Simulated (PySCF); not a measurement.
Atomic charges by several schemes

Species: C2H13FSi5.
Structure used (GFN2-xTB), in Å, numbered top down from 1:
```
atom  x, y, z in Å
F1    -0.5136   -1.3523   -1.2311
C2    -1.2349   -1.5066   -0.0612
C3    -1.5123   -0.1641    0.5818
Si4   -2.8091    0.8176   -0.4139
Si5    0.1446    0.7889    0.8519
Si6    1.3050    1.3073   -1.1400
Si7    2.9636   -0.2610   -0.5551
Si8    1.9283   -0.6114    1.5318
H9    -0.6243   -2.1524    0.5811
H10   -2.1505   -2.0417   -0.3388
H11   -1.9410   -0.3840    1.5637
H12   -4.0455    0.0297   -0.4901
H13   -2.3049    1.0734   -1.7605
H14   -3.0698    2.0759    0.2845
H15   -0.2861    1.8780    1.7553
H16    1.7921    2.6981   -1.1748
H17    0.6273    1.1606   -2.4315
H18    4.3504    0.2279   -0.5016
H19    3.0777   -1.4530   -1.4050
H20    1.6192   -1.9942    1.9337
H21    2.6747   -0.1201    2.6991
```

Density: PBE0/pcSseg-1 (PySCF); schemes: Mulliken, IAO, Hirshfeld and ESP-fitted. Isolated species at its GFN2-xTB geometry (one conformer only).

Task: Atoms with like bonding are taken together and averaged. Do the Mulliken, IAO, Hirshfeld and ESP-fitted schemes agree on where the charge is highest?

Result: All schemes agree: Mulliken Si4 (+0.511); IAO Si4 (+0.592); Hirshfeld Si4 (+0.303); ESP-fitted Si4 (+0.332).

Task: For which atoms does the sign change between the 4 schemes (beyond +0.03 e in one, beyond −0.03 e in another)?

Result: For none.

Task: At which atom do the 4 schemes differ most?

Result: At C3: from -0.828 (Mulliken) to -0.200 e (Hirshfeld), 0.628 e apart.

Task: What partial charge does each atom carry?

Result: In e; atoms taken as equivalent share a row and are averaged (×n: the atom named and its like, n in all):

| atom | environment | Mulliken | IAO | Hirshfeld | ESP-fitted |
| --- | --- | --- | --- | --- | --- |
| F1 | alkyl fluorine | -0.337 | -0.333 | -0.094 | -0.214 |
| C2 | sp3 C–F carbon | +0.190 | +0.050 | +0.020 | +0.021 |
| C3 | sp3 carbon bound to silicon | -0.828 | -0.631 | -0.200 | -0.232 |
| Si4 | SiH3 silicon | +0.511 | +0.592 | +0.303 | +0.332 |
| Si5 | SiH silicon | +0.108 | +0.311 | +0.171 | +0.119 |
| Si6 | SiH2 silicon | +0.120 | +0.161 | +0.137 | +0.091 |
| Si7 | SiH2 silicon | +0.045 | +0.165 | +0.143 | +0.150 |
| Si8 | SiH2 silicon | +0.056 | +0.136 | +0.136 | +0.065 |
| H9 | methylene hydrogen | +0.134 | +0.137 | +0.037 | +0.072 |
| H10 | methylene hydrogen | +0.120 | +0.138 | +0.043 | +0.097 |
| H11 | methine hydrogen | +0.180 | +0.163 | +0.047 | +0.118 |
| H12/H13/H14 | Si–H hydrogen | -0.068 | -0.113 | -0.075 | -0.082 |
| H15 | Si–H hydrogen | +0.003 | -0.083 | -0.075 | -0.061 |
| H16 | Si–H hydrogen | -0.025 | -0.087 | -0.080 | -0.064 |
| H17 | Si–H hydrogen | -0.005 | -0.070 | -0.069 | -0.030 |
| H18 | Si–H hydrogen | -0.020 | -0.081 | -0.075 | -0.068 |
| H19 | Si–H hydrogen | -0.015 | -0.075 | -0.072 | -0.058 |
| H20 | Si–H hydrogen | -0.023 | -0.082 | -0.073 | -0.041 |
| H21 | Si–H hydrogen | -0.010 | -0.075 | -0.075 | -0.051 |

Mean size of the charges over all atoms: IAO 0.177 e, Mulliken 0.140 e, ESP-fitted 0.101 e, Hirshfeld 0.099 e. Each set sums to the total charge, 0, to within 0.001 e. The IAO scheme projects the occupied orbitals on a minimal set of polarised atomic orbitals and counts the electrons in each atom's part of it. The ESP scheme fits charges at the nuclei, held to the total charge, to the electrostatic potential on points at 1.4 to 2.0 times the van der Waals radii.

Some averages cover members that differ in this geometry: H12/H13/H14, ESP-fitted -0.094 to -0.063; H12/H13/H14, Mulliken -0.080 to -0.052 e.

Task: How many electrons does the Mulliken scheme count on Si7?

Result: Z − q = 14 − (+0.045) = 13.955.

Task: How closely do the schemes follow one another over all atoms?

Result: Correlation coefficient and root-mean-square difference: IAO with ESP-fitted 0.96, 0.121 e; Hirshfeld with ESP-fitted 0.94, 0.043 e; Mulliken with IAO 0.93, 0.089 e; IAO with Hirshfeld 0.93, 0.135 e; Mulliken with ESP-fitted 0.85, 0.149 e; Mulliken with Hirshfeld 0.76, 0.170 e.

Task: Sum the charges by element, for elements with more than one atom.

Result: 
| element | atoms | Mulliken | IAO | Hirshfeld | ESP-fitted |
| --- | --- | --- | --- | --- | --- |
| C | 2 | -0.638 | -0.581 | -0.180 | -0.211 |
| Si | 5 | +0.841 | +1.365 | +0.890 | +0.757 |
| H | 13 | +0.135 | -0.452 | -0.616 | -0.333 |
